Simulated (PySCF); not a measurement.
B-trichloroborazine (B₃Cl₃H₃N₃), SMILES ClB1NB(Cl)NB(Cl)N1.

Geometry optimised at B3LYP-D3(BJ)/def2-SVP.

These are TDA-ωB97X/def2-SVPD (PySCF) values and carry that method's errors.

Vertical excitations. Gas-phase values at a fixed geometry. State labels are in the subgroup Cs.

Computed lowest excited states:
| state | symmetry | energy (eV) | λ (nm) | f | main pairs |
|---|---|---|---|---|---|
| S1 | A' | 7.38 | 168 | 0.000 | HOMO−1→LUMO+1 26 %, HOMO→LUMO+2 26 %, HOMO→LUMO+1 18 %, HOMO−1→LUMO+2 18 % |
| S2 | A" | 8.17 | 152 | 0.000 | HOMO→LUMO 81 % |
| S3 | A" | 8.17 | 152 | 0.000 | HOMO−1→LUMO 81 % |
| S4 | A' | 8.24 | 151 | 0.732 | HOMO→LUMO+1 32 %, HOMO−1→LUMO+2 32 %, HOMO−3→LUMO+1 17 %, HOMO−1→LUMO+1 6 % |
| S5 | A' | 8.24 | 151 | 0.732 | HOMO→LUMO+2 32 %, HOMO−1→LUMO+1 32 %, HOMO−3→LUMO+2 17 %, HOMO→LUMO+1 6 % |
| S6 | A" | 8.25 | 150 | 0.000 | HOMO−2→LUMO+1 56 %, HOMO−4→LUMO+1 16 %, HOMO−5→LUMO+2 16 % |
| T1 | A' | 7.09 | 175 | 0 | HOMO−1→LUMO+1 35 %, HOMO→LUMO+2 34 %, HOMO−1→LUMO+2 7 %, HOMO→LUMO+1 7 % |
| T2 | A' | 7.09 | 175 | 0 | HOMO→LUMO+1 35 %, HOMO−1→LUMO+2 35 %, HOMO→LUMO+2 7 %, HOMO−1→LUMO+1 7 % |
Triplets are in the Tamm–Dancoff approximation.
